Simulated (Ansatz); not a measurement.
Reaction (cleavage of the B–Ge bond): `F[BH][GeH2][SH]` + `O[SiH2]S` → `O[SiH2]SBF` + `[SH][GeH3]`

Isolated molecules relaxed with PBE0-D4/def2-TZVP in Ansatz; ΔE leaves out vibrations. CCSD(T)/CBS adds triple-zeta CCSD(T) − MP2 to the extrapolated MP2 energy (def2 sets, frozen cores). DFT in def2-TZVPP. For Ge outer-core shells are correlated without core-valence functions, which leaves a few kJ/mol of doubt a bond. Scalar relativity is left out up to krypton. Each species was taken in one conformer, which may not be the lowest.

```tsv
level	ΔE (kcal/mol)
ωB97X-V	-22.0
ωB97M-V	-22.3
HF/def2-QZVPP	-22.5
SCS-MP2/def2-QZVPP	-22.5
```

(1) What does CCSD(T)/CBS give? (Best estimate.)

Largest T1 diagnostic among the species: 0.013.

Answers

(1) Computed: -21.5 kcal/mol. The listed levels differ from it by -0.5, -0.8, -1.0, -1.0 kcal/mol.

From PBE to PBE0 (25 % exact exchange), in def2-TZVPP and without D4, ΔE moves by −0.7 kcal/mol.
